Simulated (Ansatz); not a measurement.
Consider the ligand exchange at a B–O bond: `CBO[SiH2]C` + `CNC` → `CBN(C)C` + `C[SiH2]O`.

Gas-phase electronic energies from Ansatz, PBE0-D4/def2-TZVP geometries. CBS: MP2 limit from def2 TZ/QZ plus the TZ coupled-cluster correction, frozen cores. This one scheme is used for every species. DFT in def2-TZVPP. Each species was taken in one conformer, which may not be the lowest.

```
           level  ΔE (kJ/mol)
         BLYP-D4         -4.9
         ωB97X-V         -2.1
       CAM-B3LYP          0.2
CCSD(T)/def2-SVP          0.5
```

Problem. What does CCSD(T)/CBS give? (Estimate.)

Solution. Ansatz gave: -7.1 kJ/mol. The listed levels differ from it by 2.2, 5.0, 7.3, 7.6 kJ/mol.

Largest T1 diagnostic among the species: 0.012.

At CCSD(T), def2-SVP lies +7.6 kJ/mol from the extrapolated value and def2-TZVPP +0.2 kJ/mol. From BLYP to BHLYP (50 % exact exchange), in def2-TZVPP and without D4, ΔE moves by +4.2 kJ/mol.

CCSD(T)/CBS has its own doubt, a few kJ/mol and more with outer-core shells, so smaller differences from it don't rank the levels.
